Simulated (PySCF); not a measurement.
**How methods differ on the excitation energy of Ba⁺**

Ba⁺ [Xe] 6s1 (2S) → Ba⁺ [Xe] 6p1 (2P), as a difference of total energies. Computed with PySCF 2.14 in x2c-TZVPPall with one added diffuse shell each of s, p, d type (12s8p7d2f1g, 94 functions), with the spin-free X2C one-electron Hamiltonian (Gaussian nucleus). Correlated levels: valence and next inner shell: [Kr] 4d10 frozen. The calculations carry no spin-orbit coupling.

| method | excitation energy (eV) | error (eV) |
| --- | --- | --- |
| UHF | 2.385 | -0.267 |
| LDA | 2.575 | -0.077 |
| PBE | 2.385 | -0.267 |
| PBE0 | 2.395 | -0.257 |
| r2SCAN | 2.297 | -0.355 |
| BHandHLYP | 2.528 | -0.124 |
| TPSSh | 2.251 | -0.401 |
| MP2 (valence and next inner shell) | 2.628 | -0.024 |
| SCS-MP2 (valence and next inner shell) | 2.577 | -0.075 |

Reference: 2.652 eV (measured; NIST levels, between the centres of gravity of the two terms).

Errors of the correlated levels include the incompleteness of this basis and the frozen core.
